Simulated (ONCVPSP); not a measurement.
# What one change does to a pseudopotential (Ga, ONCV)

```json
{
 "Element": "Ga (Z = 31)",
 "Generator": "ONCVPSP 4.0.1",
 "Type": "optimised norm-conserving Vanderbilt (ONCV)",
 "Functional": "PBE",
 "Relativity": "scalar-relativistic",
 "Frozen core": "[Ne]",
 "Valence charge": "21",
 "Reference configuration": "3s2 3p6 3d10 4s1.5 4p1.5",
 "Partial waves": "3s+4s: rc 0.95 bohr, ncon 4, nbas 8, qcut 10 1/bohr, 3 projectors, debl 2 Ha; 3p+4p: rc 1.25 bohr, ncon 4, nbas 8, qcut 13.5 1/bohr, 2 projectors; 3d: rc 1.30 bohr, ncon 4, nbas 9, qcut 10.2 1/bohr, 1 projector",
 "Local potential": "polynomial inside 0.65 bohr (lpopt 4, dvloc0 0 Ha)",
 "Core correction": "none"
}
```

Change: p: qcut 7.7.

Cutoffs: the cutoffs (Ha) at which the residual kinetic energy of the hardest occupied pseudo-wave falls to 1 and 0.1 mHa per electron; they do not see the model core or the augmentation charge, which bear on the density cutoff. Errors are all-electron minus pseudo energies relative to the spin-unpolarised reference configuration.

Q: What does the change do?

A: The potential gets harder (54 Ha and 168 Ha → 109 Ha and 168 Ha); the errors of the 4 common tests hardly move; neither file shows a bound ghost.

| quantity | base | changed |
| --- | --- | --- |
| cutoff, loose | 54 Ha | 109 Ha |
| cutoff, tight | 168 Ha | 168 Ha |
| loose cutoff by channel | s 47 Ha, p 54 Ha, d 50 Ha | s 47 Ha, p 109 Ha, d 50 Ha |
| bound ghosts | none | none |
| GHOST(+) flags under 300 eV | none | none |
| error for 3s2 3p6 3d10 4s2 4p1, meV [ΔE -3.23 eV] | +0.3 | +0.2 |
| error for 3s2 3p6 3d10 4s2 4p0, meV [ΔE 2.46 eV] | -0.2 | -0.3 |
| error for 3s2 3p6 3d10 4s1 4p0, meV [ΔE 23.59 eV] | -0.7 | -0.7 |
| error for 3s2 3p6 3d9 4s2 4p1, meV [ΔE 24.47 eV] | +121 | +115 |
| s: phases at 0.97 bohr within 0.05 rad from the reference energy up to (Ha; the scan ends near 5) | to the end of the scan | to the end of the scan |
| p: phases at 1.27 bohr within 0.05 rad from the reference energy up to (Ha; the scan ends near 5) | to the end of the scan | to the end of the scan |
| d: phases at 1.32 bohr within 0.05 rad from the reference energy up to (Ha; the scan ends near 5) | 1.0 | 1.0 |
